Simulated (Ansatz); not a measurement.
Mulliken charges of `O[SiH](F)[O][GeH3]` from ωB97M-V/def2-TZVPP in Ansatz (PBE0-D4/def2-TZVP geometry).

| atom | x (Å) | y (Å) | z (Å) | charge (e) |
| --- | --- | --- | --- | --- |
| O1 | -2.290 | -1.039 | -0.636 | -0.374 |
| Si2 | -1.316 | 0.071 | 0.036 | 0.732 |
| F3 | -1.224 | -0.150 | 1.616 | -0.317 |
| O4 | 0.180 | -0.034 | -0.560 | -0.477 |
| Ge5 | 1.820 | 0.351 | 0.027 | 0.260 |
| H6 | -1.947 | -1.921 | -0.789 | 0.180 |
| H7 | -1.940 | 1.383 | -0.183 | -0.060 |
| H8 | 2.678 | 0.471 | -1.237 | 0.016 |
| H9 | 2.280 | -0.807 | 0.922 | 0.018 |
| H10 | 1.760 | 1.674 | 0.805 | 0.022 |

By hand: the dipole of these point charges (1 e Å = 4.8032 D).

Σ q r = (0.557, 0.197, -0.090) e Å, of length 0.598 e Å = 2.87 D.

How does the dipole of the full density compare? (An estimate is asked.)

The calculation gave: (0.455, -0.102, -0.117) e Å, 2.31 D; the point charges give 1.24 times that, at 32° from its direction.

Point charges leave out the atoms' own dipoles, such as those of lone pairs, and Mulliken's split depends on the basis, so the two needn't agree.
